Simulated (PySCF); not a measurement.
## Steps of a relaxation of Tb2S3

Tb2S3 (singlet in the valence; each metal's 4f electrons, 8 of them, lie in its core potential, out of spins and levels; a saddle point, relaxed within its symmetry). PySCF 2.14.0, RKS r2SCAN, Tb lcecp-1-SVP with ECP54, S def2-SVP; non-relativistic Hamiltonian with scalar-relativistic core potentials where named; density fitting; no spin-orbit coupling. Origin of the start: template. Columns: position (Å) and force (eV/Å). Energies are counted from the last step; some of the 5 steps are shown. Forces carry noise of the integration grid, about 0.01 to 0.03 eV/Å.

Run from Python with OMP_NUM_THREADS=2. Where DIIS fails, smearing, a level shift and second-order steps follow.
It took 45 s on 2 threads of AMD EPYC 7B13 (Zen 3), with other jobs on the host, from the converged density of the start.

```xyz
5
step 0  E = 0.470 eV
Tb    0.0000    0.0000    2.4596     0.00    0.00    2.27
Tb    0.0000    0.0000   -2.4596     0.00    0.00   -2.27
S     0.0000    0.0000    0.0000     0.00    0.00    0.00
S     0.0000    0.0000    4.8334     0.00    0.00    0.37
S     0.0000    0.0000   -4.8334     0.00    0.00   -0.37
```

```xyz
5
step 1  E = 0.148 eV
Tb    0.0000    0.0000    2.5408     0.00    0.00    1.26
Tb    0.0000    0.0000   -2.5408     0.00    0.00   -1.26
S     0.0000    0.0000    0.0000     0.00    0.00    0.00
S     0.0000    0.0000    4.9214     0.00    0.00    0.08
S     0.0000    0.0000   -4.9214     0.00    0.00   -0.08
```

```xyz
5
step 3  E = 0.000 eV
Tb    0.0000    0.0000    2.6517     0.00    0.00    0.07
Tb    0.0000    0.0000   -2.6517     0.00    0.00   -0.07
S     0.0000    0.0000    0.0000     0.00    0.00    0.00
S     0.0000    0.0000    5.0263     0.00    0.00    0.00
S     0.0000    0.0000   -5.0263     0.00    0.00    0.00
```

Where does the relaxation end?

It converges at step 4 in D∞h:
```xyz
5
step 4  E = 0
Tb    0.0000    0.0000    2.6585
Tb    0.0000    0.0000   -2.6585
S     0.0000    0.0000    0.0000
S     0.0000    0.0000    5.0326
S     0.0000    0.0000   -5.0326
```

How did the contacts change?


| contact | start (Å) | end (Å) |
| --- | --- | --- |
| Tb1–S3 (S) | 2.460 | 2.659 |
| Tb1–S4 (S) | 2.374 | 2.374 |
| Tb2–S5 (S) | 2.374 | 2.374 |


An lcecp potential fixes the number of 4f electrons, so in runs with it no electron can move into or out of that shell.
